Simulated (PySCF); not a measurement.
A small calculation by hand: dipole moment from atomic charges

SiClF2I, SMILES F[Si](F)(Cl)I. Atoms are numbered in the order given.

```xyz
5

F      1.2852     1.3157     1.2912
Si     0.3983     0.9648     0.0000
F      1.2852     1.3157    -1.2912
Cl    -1.2592     2.1477     0.0000
I     -0.1378    -1.3906     0.0000
```

Geometry: B3LYP-D3(BJ)/def2-SVP. The def2 effective core potentials stand for the cores of I; spin–orbit coupling is left out.

Charges (e) from CAM-B3LYP/def2-TZVP (PySCF):

```tsv
atom	ESP fit	Mulliken
F1	-0.079	-0.275
Si2	0.084	0.769
F3	-0.079	-0.275
Cl4	0.013	-0.158
I5	0.061	-0.060
```

The dipole moment of the full density is 1.24 D.

Q: What dipole moment does each set of point charges give, and which comes closer to that of the density?

A: 
μ = Σ q r, and 1 e Å = 4.8032 D.
ESP fit: Σ q r = (-0.194, -0.184, 0.000) e Å, |μ| = 1.28 D.
Mulliken: Σ q r = (-0.193, -0.238, 0.000) e Å, |μ| = 1.47 D.
ESP fit comes closer in size. Point charges leave out the atoms' own dipoles (lone pairs, polarised bonds); fits to the potential absorb them, partitions of the density don't.
